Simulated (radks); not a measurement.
Values are calculated unless marked as measured or tabulated.
These are the eigenvalues of the occupied orbitals of an atom or ion with whole-number occupations (hartree). Code: a radial shooting solver on a logarithmic mesh with Libxc functionals. Model: Dirac Kohn-Sham, PBE, spin-unpolarised, spherical densities, point nucleus.

1s1/2: -890.5078
2s1/2: -132.4979
2p1/2: -123.1072
2p3/2: -117.2499
3s1/2: -26.26697
3p1/2: -22.56297
3p3/2: -21.54062
3d3/2: -14.98870
3d5/2: -14.78466
4s1/2: -5.92138
4p1/2: -4.74635
4p3/2: -4.56953
4d3/2: -2.73064
4d5/2: -2.70577

Which element is it, and in what charge state? The configuration may be excited. Open shells, if any, fill j = l - 1/2 first.

Answer. Z = 46, palladium, charge +5: Pd5+ in [Kr] 4d5. The list shows which subshells hold electrons but not how many an open one holds; the 1s level, -890.51 hartree, gives Z - s = 42.2 by -(Z - s)^2/2, which with screening and relativity narrows Z to a few neighbours, and the depths of the outer levels then fix element, charge and occupations together.
